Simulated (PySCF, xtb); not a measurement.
C2H5BF2O, SMILES CCOB(F)F. The values are those of a single conformer.

Harmonic wavenumbers (cm⁻¹) from GFN2-xTB run with xtb 6.7.1 at its own minimum, in rising order: 24, 119, 165, 232, 362, 434, 490, 546, 778, 836, 957, 1082, 1107, 1151, 1249, 1273, 1323, 1396, 1432, 1465, 1473, 1489, 2936, 2951, 3046, 3053, 3056.

Problem. What does PySCF 2.14.0 with ωB97X-D3(BJ)/def2-SVP give at its own minimum? (Estimate from the structure and the level; the computed values follow.)

Solution. 69, 105, 198, 285, 396, 472, 546, 691, 799, 833, 952, 1119, 1158, 1195, 1325, 1381, 1427, 1442, 1471, 1487, 1496, 1553, 3072, 3089, 3152, 3172, 3178. Paired by order, the mean absolute difference is 62 cm⁻¹ and the zero-point energies are 49.2 and 51.6 kcal/mol.
